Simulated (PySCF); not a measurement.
Continuum solvent and chemical shifts

Molfile (atoms numbered from 1):
```
C3H14OSi3
     RDKit          3D

 21 20  0  0  0  0  0  0  0  0999 V2000
   -2.2222    1.1510    0.5637 C   0  0  0  0  0  0  0  0  0  0  0  0
   -1.9549   -0.3368    0.3367 C   0  0  0  0  0  0  0  0  0  0  0  0
   -3.1090   -1.0156   -0.3992 C   0  0  0  0  0  0  0  0  0  0  0  0
   -0.3059   -0.6108   -0.5723 Si  0  0  0  0  0  4  0  0  0  0  0  0
    1.4729    0.3935    0.5780 Si  0  0  0  0  0  4  0  0  0  0  0  0
    2.8979   -0.0414   -0.1676 O   0  0  0  0  0  0  0  0  0  0  0  0
    4.5474    0.0972   -0.1017 Si  0  0  0  0  0  4  0  0  0  0  0  0
   -1.4385    1.6304    1.1719 H   0  0  0  0  0  0  0  0  0  0  0  0
   -2.2787    1.6994   -0.3913 H   0  0  0  0  0  0  0  0  0  0  0  0
   -3.1820    1.3047    1.0850 H   0  0  0  0  0  0  0  0  0  0  0  0
   -1.8333   -0.8252    1.3216 H   0  0  0  0  0  0  0  0  0  0  0  0
   -2.9370   -2.0948   -0.5333 H   0  0  0  0  0  0  0  0  0  0  0  0
   -4.0558   -0.8955    0.1546 H   0  0  0  0  0  0  0  0  0  0  0  0
   -3.2574   -0.5763   -1.3996 H   0  0  0  0  0  0  0  0  0  0  0  0
   -0.3853   -0.0238   -1.9502 H   0  0  0  0  0  0  0  0  0  0  0  0
   -0.0220   -2.0757   -0.7085 H   0  0  0  0  0  0  0  0  0  0  0  0
    1.4960   -0.0533    2.0105 H   0  0  0  0  0  0  0  0  0  0  0  0
    1.3471    1.8878    0.5913 H   0  0  0  0  0  0  0  0  0  0  0  0
    5.1399   -0.8599   -1.0773 H   0  0  0  0  0  0  0  0  0  0  0  0
    5.0439   -0.2221    1.2724 H   0  0  0  0  0  0  0  0  0  0  0  0
    4.9668    1.4883   -0.4522 H   0  0  0  0  0  0  0  0  0  0  0  0
  1  2  1  0
  2  3  1  0
  2  4  1  0
  4  5  1  0
  5  6  1  0
  6  7  1  0
  1  8  1  0
  1  9  1  0
  1 10  1  0
  2 11  1  0
  3 12  1  0
  3 13  1  0
  3 14  1  0
  4 15  1  0
  4 16  1  0
  5 17  1  0
  5 18  1  0
  7 19  1  0
  7 20  1  0
  7 21  1  0
M  END
```

GIAO PBE0/pcSseg-1 in PySCF 2.14 on one PBE0-D3(BJ)/def2-SVP conformer, non-relativistic, equivalent nuclei averaged. Solvents enter as an IEF-PCM continuum (cyclohexane with ε = 2.0, chloroform with ε = 4.7) around the gas-phase geometry. Shifts are referred to TMS computed in the same medium.

Gas phase, δ in ppm: C1/C3 22.7, C2 12.5, Si5 -20.7, Si7 -34.3, Si4 -55.6, H17/H18 5.45, H19/H20/H21 4.96, H15/H16 3.77, H8/H9/H10/H12/H13/H14 1.03, H11 0.83. Dipole moment 1.06 D.

Question: How does each δ change in the continuum?

Answer: 
| atoms | environment | Δδ, cyclohexane | Δδ, chloroform |
| --- | --- | --- | --- |
| C1/C3 | methyl carbon | +0.1 | +0.2 |
| C2 | sp3 CH bonded to Si | +0.4 | +0.7 |
| Si5 | silicon bonded to O, Si, 2 H | +0.5 | +0.9 |
| Si7 | silicon bonded to O, 3 H | +0.2 | +0.4 |
| Si4 | silicon bonded to C, Si, 2 H | 0.0 | -0.2 |
| H17/H18 | hydrogen on a silicon bonded to O, Si | -0.02 | -0.04 |
| H19/H20/H21 | hydrogen on a silicon bonded to O | -0.02 | -0.03 |
| H15/H16 | hydrogen on a silicon bonded to C, Si | -0.05 | -0.09 |
| H8/H9/H10/H12/H13/H14 | hydrogen on a methyl carbon | +0.01 | +0.01 |
| H11 | hydrogen on an sp3 CH bonded to Si | +0.06 | +0.12 |

Changes are relative to the gas phase. The dipole moment becomes 1.18 D in cyclohexane, 1.29 D in chloroform.

Question: Which nuclei move most (in ppm), and what does the model miss?

Answer: Si5 (silicon bonded to O, Si, 2 H, +0.9 ppm) in chloroform. A continuum only polarises the solute; specific hydrogen bonds, the anisotropy of aromatic solvents and changes of geometry or conformer are outside it.
